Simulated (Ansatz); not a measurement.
Start from `[Cl][SnH]([Cl])[Br]` and change one element to get `ClC(Cl)Br`.

Ansatz, PBE0-D4/def2-TZVP geometries, multiplicity 1. 

Elements past krypton have def2 core potentials. Scalar relativity is left out up to krypton.

| property | `[Cl][SnH]([Cl])[Br]` |
| --- | --- |
| size of the dipole moment (ωB97M-V/def2-TZVPP) / D | 1.92 |
| HOMO energy (PBE0/def2-TZVPP) / eV | -8.98 |
| LUMO energy (ωB97M-V/def2-TZVPP) / eV | -0.39 |
| size of the dipole moment (B3LYP/def2-TZVPP) / D | 1.88 |
| zero-point energy (PBE0-D4/def2-TZVP) / kJ/mol | 26.6 |
| LUMO energy (PBE0/def2-TZVPP) / eV | -2.39 |

Q: Give the same properties after the change, and the shifts. (Estimate.)

A: The calculation gave: 
```
                                          property  `ClC(Cl)Br`  shift
size of the dipole moment (ωB97M-V/def2-TZVPP) / D         1.02  -0.90
                HOMO energy (PBE0/def2-TZVPP) / eV        -8.46   0.52
             LUMO energy (ωB97M-V/def2-TZVPP) / eV         0.89   1.28
  size of the dipole moment (B3LYP/def2-TZVPP) / D         1.01  -0.87
    zero-point energy (PBE0-D4/def2-TZVP) / kJ/mol         51.0   24.4
                LUMO energy (PBE0/def2-TZVPP) / eV        -1.28   1.11
```

With PBE0 the HOMO rises by 0.52 eV and the LUMO rises by 1.11 eV, so the gap widens by about 0.59 eV. PBE moves the HOMO by 0.54 eV and ωB97M-V by 0.50 eV. Dipoles are sizes alone; their direction can turn.

B3LYP here is the variant with VWN-RPA as its local correlation; programs differ in this.

Spin–orbit coupling is left out; it splits and shifts lone-pair levels of the heavy atoms by tenths of an eV.
